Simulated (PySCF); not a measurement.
**C₆H₇NS: calculation and literature**

Cartesian coordinates in Å; atom numbers follow the order of the lines, from 1:
```xyz
15

C     2.964   -0.185    0.054
S     1.944    1.277    0.301
C     0.331    0.592    0.126
C    -0.770    1.457    0.265
C    -2.041    0.921    0.130
C    -2.183   -0.444   -0.135
C    -1.026   -1.205   -0.253
N     0.203   -0.704   -0.126
H     4.004    0.154    0.153
H     2.798   -0.612   -0.943
H     2.740   -0.947    0.811
H    -0.617    2.518    0.473
H    -2.919    1.563    0.232
H    -3.166   -0.904   -0.248
H    -1.087   -2.279   -0.462
```

Computational details: GIAO KT3/pcSseg-1 shieldings, PBE0-D3(BJ)/def2-SVP geometry, in PySCF 2.14.0 with density-fitted response routines (no relativistic terms, one computed conformer, in vacuum, rapidly exchanging positions averaged).

Reference values: estimated from measurements, as parent shift plus tabulated substituent increment (solution, not stated per compound (mostly CDCl3 or CCl4); Pretsch, Buehlmann, Badertscher, Structure Determination of Organic Compounds, 4th ed. (2009)).
```json
{"atoms": "C3", "quantity": "δ $^{13}$C", "reference": "160.0", "computed": "154.8"}
{"atoms": "C7", "quantity": "δ $^{13}$C", "reference": "149.3", "computed": "141.9"}
{"atoms": "C5", "quantity": "δ $^{13}$C", "reference": "135.9", "computed": "126.9"}
{"atoms": "C6", "quantity": "δ $^{13}$C", "reference": "121.5", "computed": "111.6"}
{"atoms": "C4", "quantity": "δ $^{13}$C", "reference": "119.1", "computed": "116.0"}
```

Computed shifts are σ(ref) − σ with the named reference compound (TMS for H and C) calculated as an isolated molecule at the same level.

Problem. How far are the unscaled $^{13}$C shifts from the references?

Solution. Mean signed difference -6.92 ppm, mean absolute 6.92 ppm over 5 comparisons; the largest is -9.9 ppm at C6 (aromatic CH).
